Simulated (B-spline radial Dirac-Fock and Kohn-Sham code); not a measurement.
Dipole and non-dipole photoemission parameters of Nb⁵⁺ 3p3/2

System: Nb⁵⁺ in the configuration [Ar] 3d10 4s2 4p6; threshold 427.8 eV (orbital energy of the model). These are calculated numbers from an atomic code on a B-spline grid; the model is Dirac-Hartree-Slater photoionisation with a Latter tail; cross sections with all multipoles, angular parameters from the dipole term and its interference with E2.

```tsv
hν (eV)	σ (kb)	β	γ	δ
442	413	0.418	-0.004	0.113
455	409	0.583	0.077	0.101
540	362	1.102	0.235	0.045
553	354	1.146	0.234	0.039
768	237	1.479	0.069	0.006
800	223	1.502	0.050	0.005
970	165	1.578	-0.013	0.002
1486.9	?	?	?	?
1630	62.8	1.634	0.053	0.006
1840	48.8	1.629	0.109	0.007
1910	45.0	1.626	0.128	0.008
1980	41.7	1.623	0.149	0.008
2000	40.7	1.622	0.154	0.008
3190	13.7	1.545	0.487	0.019
4000	7.74	1.488	0.683	0.029
6000	2.60	1.358	1.059	0.055
6670	1.93	1.319	1.158	0.064
10300	0.536	1.138	1.554	0.117
12800	0.275	1.038	1.734	0.154
13100	0.256	1.027	1.753	0.159
```

**Question.** Give the values at Al Kα (taken as 1486.9 eV).

**Answer.** σ = 75.6 kb, β = 1.635, γ = 0.019, δ = 0.004.
